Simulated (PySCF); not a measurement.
C5H9OSi (doublet state).
Structure used (GFN2-xTB), in Å, numbered top down from 1:
```
atom  x, y, z in Å
C1    -1.983    0.271    0.574
C2    -1.055   -0.239   -0.527
C3    -0.256   -1.442   -0.017
C4     1.013   -1.404    0.243
C5     2.065   -0.419    0.155
Si6    1.222    1.233   -0.416
O7    -0.225    0.790   -0.986
H8    -1.393    0.555    1.442
H9    -2.532    1.142    0.221
H10   -2.688   -0.504    0.861
H11   -1.650   -0.559   -1.395
H12   -0.859   -2.328    0.123
H13    2.561   -0.297    1.119
H14    2.821   -0.739   -0.564
H15    1.829    1.831   -1.593
H16    1.122    2.118    0.748
```

The hyperfine couplings belong to this conformer and change with its torsions.

Identity: `C[C@@H]1C=[C]C[SiH2]O1` [radical].

Level of theory: UKS B3LYP, pcH-1 on C H O Si, non-relativistic, mean-field spin-orbit, GIAO in PySCF 2.14.0. Geometry: GFN2-xTB, one conformer, isolated molecule. A GFN2-xTB geometry isn't a minimum of the functional, and hyperfine couplings can be far from their values at a DFT geometry. The SCF solution wasn't tested for stability.

Q: Predict the first-order ENDOR lines of C4, C2, C1, C3, H12, H13, H14, H15, H16 and Si6 under fast tumbling at B = 3352.7 mT (W band).

A: For S = 1/2 in fast tumbling each set of equivalent nuclei gives two lines, ν± = |νn ± a/2| to first order, with νn = g_N μN B/h and μN/h = 7.62259 MHz/T.

```tsv
nuclei	isotope	g_N	νn (MHz)	a_iso (MHz)	lower line (MHz)	upper line (MHz)
C4	13C	1.4048	35.90	303.94	116.07	187.87
C2	13C	1.4048	35.90	57.95	6.93	64.88
C1	13C	1.4048	35.90	-5.88	32.96	38.84
C3	13C	1.4048	35.90	-4.06	33.87	37.93
H12	1H	5.5857	142.75	94.23	95.63	189.86
H13	1H	5.5857	142.75	39.00	123.25	162.25
H14	1H	5.5857	142.75	28.27	128.62	156.88
H15	1H	5.5857	142.75	18.20	133.65	151.85
H16	1H	5.5857	142.75	11.86	136.82	148.68
Si6	29Si	-1.1106	28.38	-69.78	6.51	63.27
```

The rows for 13C and 29Si, of low natural abundance, apply to labelled samples.

Q: Which pairs are centred on the nuclear Larmor frequency, and which on half the coupling?

A: Centred on νn, since |a| < 2νn: C2, C1, C3, H12, H13, H14, H15 and H16. Centred on |a|/2 and split by 2νn: C4 and Si6.

Q: At what field would the lower line of C1 fall to zero frequency?

A: Where νn = |a|/2, that is B = 2.94 MHz/(1.4048 × 7.62259 MHz/T) = 275 mT, as far as first order holds there.

Couplings of abundant isotopes left out: H11 (-2.3 MHz) and H8/H9/H10 (2.1 MHz).

The largest Mulliken spin populations are on C4 (+0.92), C3 (-0.14), Si6 (+0.07) and C2 (+0.07). No atom but C4 exceeds +0.15.
